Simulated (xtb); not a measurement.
C2H10N2Si2, SMILES N[Si@@H]1C[SiH2]CN1. All values are semi-empirical tight-binding results from xtb (GFN2-xTB unless named), good for trends rather than for accurate numbers. Geometry optimised at GFN2-xTB. The structure was generated by enumeration; whether it is a known compound was not checked. The values are those of a single conformer.

| Item | Value |
|---|---|
| orbital gap | 4.80 eV |
| dipole moment | 0.70 D |
| zero-point energy | 75.5 kcal/mol |
| G − E(el) at 298.15 K (modified RRHO) | 54.9 kcal/mol |
| static polarisability (D4 model) | 95.8 bohr³ |
| solvation energy, GFN2-xTB/ALPB(water) | -2.3 kcal/mol |
| solvation energy, GFN2-xTB/ALPB(thf) | -6.5 kcal/mol |
